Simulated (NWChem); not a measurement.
Program: NWChem. System: bromine monochloride (BrCl), charge 0, spin multiplicity 1, at a geometry optimised with B3LYP/def2-SVP. Level: B2PLYP/def2-TZVP, 14 core orbitals frozen.

Input file:

```
start mol
memory heap 200 mb stack 900 mb global 1100 mb
geometry units angstroms nocenter noautoz
  Cl     0.000000     0.000000     1.477578
  Br     0.000000     0.000000    -0.717681
  symmetry group C2v
end
basis spherical
  * library def2-tzvp
end
dft
  xc hfexch 0.53 becke88 0.47 lyp 0.73 mp2 0.27
  dftmp2
  semidirect memsize 60000000 filesize 0
  iterations 100
end
mp2
  freeze core 14
end
task dft energy
```

NWChem printed:

```
             Northwest Computational Chemistry Package (NWChem) 7.3.0
             --------------------------------------------------------

                                NWChem Input Module
                                -------------------

 Scaling coordinates for geometry "geometry" by  1.889725989
 (inverse scale =  0.529177249)

 Turning off AUTOSYM since
 SYMMETRY directive was detected!

                             Geometry "geometry" -> ""
                             -------------------------

 Output coordinates in angstroms (scale by  1.889725989 to convert to a.u.)

  No.       Tag          Charge          X              Y              Z
 ---- ---------------- ---------- -------------- -------------- --------------
    1 Cl                  17.0000     0.00000000     0.00000000     1.47757800
    2 Br                  35.0000     0.00000000     0.00000000    -0.71768100

 Effective nuclear repulsion energy (a.u.)     143.4274785594

            Nuclear Dipole moment (a.u.)
            ----------------------------
        X                 Y               Z
 ---------------- ---------------- ----------------
     0.0000000000     0.0000000000    -0.0000170075

      Symmetry information
      --------------------

 Group name             C2v
 Group number             16
 Group order               4
 No. of unique centers     2

      Symmetry unique atoms

     1    2


 Summary of "ao basis" -> "" (spherical)
 ------------------------------------------------------------------------------
       Tag                 Description            Shells   Functions and Types
 ---------------- ------------------------------  ------  ---------------------
 *                         def2-tzvp                  on all atoms

  dft_input: which_mp2 not specified, using semidirect MP2 by default.

                                 NWChem DFT Module
                                 -----------------

 Summary of "ao basis" -> "ao basis" (spherical)
 ------------------------------------------------------------------------------
       Tag                 Description            Shells   Functions and Types
 ---------------- ------------------------------  ------  ---------------------
 Cl                        def2-tzvp                13       37   5s5p2d1f
 Br                        def2-tzvp                16       48   6s5p4d1f

 Summary of "ao basis" -> "ao basis" (spherical)
 ------------------------------------------------------------------------------
       Tag                 Description            Shells   Functions and Types
 ---------------- ------------------------------  ------  ---------------------
 Cl                        def2-tzvp                13       37   5s5p2d1f
 Br                        def2-tzvp                16       48   6s5p4d1f

      Symmetry analysis of basis
      --------------------------

        a1         37
        a2          8
        b1         20
        b2         20

            General Information
            -------------------
          SCF calculation type: DFT
          Wavefunction type:  closed shell.
          No. of atoms     :     2
          No. of electrons :    52
           Alpha electrons :    26
            Beta electrons :    26
          Charge           :     0
          Spin multiplicity:     1
          Use of symmetry is: on ; symmetry adaption is: on
          Maximum number of iterations: 100
          AO basis - number of functions:    85
                     number of shells:    29
[...]
              MO Center=  3.2D-18, -3.8D-33,  5.1D-02, r^2= 2.6D+00
   Bfn.  Coefficient  Atom+Function         Bfn.  Coefficient  Atom+Function
  ----- ------------  ---------------      ----- ------------  ---------------
    53      0.449101  2 Br px                15     -0.346238  1 Cl px
    47     -0.301701  2 Br px                50      0.279936  2 Br px
    56      0.270774  2 Br px                18     -0.254403  1 Cl px
    12     -0.171905  1 Cl px                 6      0.132157  1 Cl px
    44      0.091602  2 Br px                 9      0.063990  1 Cl px

 Vector   27  Occ=0.000000D+00  E=-8.562613D-02  Symmetry=a1
              MO Center= -2.5D-16, -2.6D-16,  1.7D-01, r^2= 3.3D+00
   Bfn.  Coefficient  Atom+Function         Bfn.  Coefficient  Atom+Function
  ----- ------------  ---------------      ----- ------------  ---------------
    58      0.499631  2 Br pz                20      0.485512  1 Cl pz
    55      0.415101  2 Br pz                17      0.368873  1 Cl pz
     5     -0.319961  1 Cl s                 43      0.291424  2 Br s
    49     -0.269252  2 Br pz                52      0.251551  2 Br pz
    14      0.189922  1 Cl pz                42      0.154639  2 Br s

 Vector   28  Occ=0.000000D+00  E= 2.375871D-01  Symmetry=a1
              MO Center=  2.4D-15,  9.9D-15, -1.0D+00, r^2= 4.7D+00
   Bfn.  Coefficient  Atom+Function         Bfn.  Coefficient  Atom+Function
  ----- ------------  ---------------      ----- ------------  ---------------
    58      1.643525  2 Br pz                55     -1.002054  2 Br pz
     5     -0.589182  1 Cl s                 43      0.295828  2 Br s
    28     -0.239124  1 Cl d  0              20      0.233338  1 Cl pz
    49      0.175484  2 Br pz                23     -0.083297  1 Cl d  0
    71     -0.082255  2 Br d  0              14     -0.056611  1 Cl pz

 Vector   29  Occ=0.000000D+00  E= 2.801011D-01  Symmetry=b1
              MO Center= -6.9D-16,  3.3D-31, -8.4D-01, r^2= 4.1D+00
   Bfn.  Coefficient  Atom+Function         Bfn.  Coefficient  Atom+Function
  ----- ------------  ---------------      ----- ------------  ---------------
    56      1.268240  2 Br px                53     -1.010200  2 Br px
    77      0.447464  2 Br d  1              47      0.164641  2 Br px
    29     -0.162945  1 Cl d  1              15     -0.098453  1 Cl px
    62     -0.082653  2 Br d  1              18      0.072123  1 Cl px
    67      0.054796  2 Br d  1              24     -0.050956  1 Cl d  1

 center of mass
 --------------
 x =   0.00000000 y =   0.00000000 z =  -0.09351718

 moments of inertia (a.u.)
 ------------------
         418.622298661705           0.000000000000           0.000000000000
           0.000000000000         418.622298661705           0.000000000000
           0.000000000000           0.000000000000           0.000000000000

     Multipole analysis of the density
     ---------------------------------

     L   x y z        total         alpha         beta         nuclear
     -   - - -        -----         -----         ----         -------
     0   0 0 0     -0.000000    -26.000000    -26.000000     52.000000

     1   1 0 0      0.000000      0.000000      0.000000      0.000000
     1   0 1 0      0.000000      0.000000      0.000000      0.000000
     1   0 0 1     -0.214843     -0.107413     -0.107413     -0.000017

     2   2 0 0    -23.321811    -11.660905    -11.660905      0.000000
     2   1 1 0     -0.000000     -0.000000     -0.000000      0.000000
     2   1 0 1      0.000000      0.000000      0.000000      0.000000
     2   0 2 0    -23.321811    -11.660905    -11.660905      0.000000
     2   0 1 1      0.000000      0.000000      0.000000      0.000000
     2   0 0 2    -20.294832   -108.605829   -108.605829    196.916826

                   NWChem MP2 Semi-direct Energy/Gradient Module
                   ---------------------------------------------

  Basis functions       =     85
  Molecular orbitals    =     85
  Frozen core           =     14
  Frozen virtuals       =      0
  Active alpha occupied =     12
  Active beta occupied  =     12
  Active alpha virtual  =     59
  Active beta virtual   =     59
  Use MO symmetry       = T
  Use skeleton AO sym   = T

  AO/Fock/Back tols     =   1.0D-09  1.0D-09  1.0D-09

 GA uses MA = F    GA memory limited = T

 Available:
  local mem=  4.43D+07
 global mem=  1.44D+08
 local disk=  0.00D+00
  mp2_memr nvloc                    59
  nvloc new                    59
   1 passes of  12:        4194304                      50124                   8572437.
   1 passes of  12: M     44314203           G      144164750           F      40119899.

 Semi-direct pass number   1 of   1  for RHF alpha+beta  at        5.1s
  vrange nnbf                  3556
  mp2_eaftype                    32  avail_ma_in_mb                   386
 EAF : mp2_eaftype filesize          32    4286218.
  mp2_eaf for mointskh                     32
Node 0 wrote     20.1 Mb in      0.0 s     Agg I/O rate:  1110.8 Mb/s
 Done moints_semi at       11.6s
  mp2_eaftype                    32  avail_ma_in_mb                   386
 EAF : mp2_eaftype filesize          32    4286218.
  mp2_eaf for kh                    32
 Done maket at       11.7s
 Done multipass loop at       11.7s

          -------------------------------------------
          DFT energy                   -3033.682296361500
          Unscaled MP2 energy             -0.554896900693
          Total DFT+MP2 energy         -3033.832118524687
          -------------------------------------------

 -----------------------
 Performance information
 -----------------------

 Timer overhead =  2.11D-07 seconds/call

               Nr. of calls         CPU time (s)                 Wall time (s)                GFlops
             ---------------    -------------------     ------------------------------   -------------------
Name         Min   Avg   Max    Min     Avg     Max     Min     Avg     Max   Mx/calls   Min     Max     Sum
mp2: moin     1     1     1    6.5     6.5     6.5      6.5     6.5     6.5     6.5      0.0     0.0     0.0
mp2: make     1     1     1   0.14    0.14    0.14     0.14    0.14    0.14    0.14      0.0     0.0     0.0
mp2: tota     1     1     1    6.7     6.7     6.7      6.7     6.7     6.7     6.7      0.0     0.0     0.0

 The average no. of pstat calls per process was 3.00D+00
 with a timing overhead of 6.33D-07s

 Task  times  cpu:       11.7s     wall:       11.7s

 Total times  cpu:       11.7s     wall:       11.7s
```
